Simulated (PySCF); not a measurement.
NaZn: energy against distance

Set-up: basis Na cc-pVDZ, Zn cc-pVDZ-PP with ECP10; scalar-relativistic core potentials; PySCF 2.14. Energies in eV from Na + Zn in their ground configurations at the same level. State: ²Σ⁺ (doublet), unpaired electrons σ ↑.

All columns are LC-ωPBE. A positive dipole means Na(−)Zn(+).

```tsv
R (Å)	E (eV)	μ (D)	Mulliken charge on Na (basis-dependent)	HOMO (eV)	LUMO (eV)	Mayer bond order	⟨S²⟩
2.808	-0.006	-0.50	-0.04	-4.92	0.00	0.50	0.77
2.938	-0.054	-0.46	-0.02	-4.95	-0.03	0.42	0.77
3.069	-0.080	-0.41	0.00	-4.98	-0.06	0.34	0.76
3.167	-0.089	-0.36	0.01	-5.00	-0.08	0.29	0.76
3.265	-0.093	-0.32	0.02	-5.02	-0.09	0.25	0.76
3.363	-0.093	-0.28	0.03	-5.04	-0.11	0.21	0.76
3.494	-0.089	-0.23	0.03	-5.07	-0.13	0.17	0.76
3.657	-0.081	-0.19	0.03	-5.10	-0.15	0.13	0.76
3.853	-0.068	-0.15	0.03	-5.13	-0.16	0.09	0.75
4.114	-0.052	-0.12	0.03	-5.16	-0.18	0.05	0.75
```

A fit through these points gives, at Re = 3.312 Å, μ = -0.30 D and dμ/dR = 0.406 D/Å; the reduced mass is 16.91 u.

Q: How strong is the fundamental in the double-harmonic approximation, I = 42.26·(dμ/dR)²/μred km/mol?

A: I = 42.26·(0.406)²/16.91 = 0.412 km/mol at LC-ωPBE.

The bond is weak. Basis-set superposition, not corrected here, can be much of De in a small basis, most of all at correlated wavefunction levels. Functionals without a dispersion term scatter widely for such bonds, and LDA overbinds them. The state is the lowest determinant that a PBE0 search found; another state may lie lower at other levels.
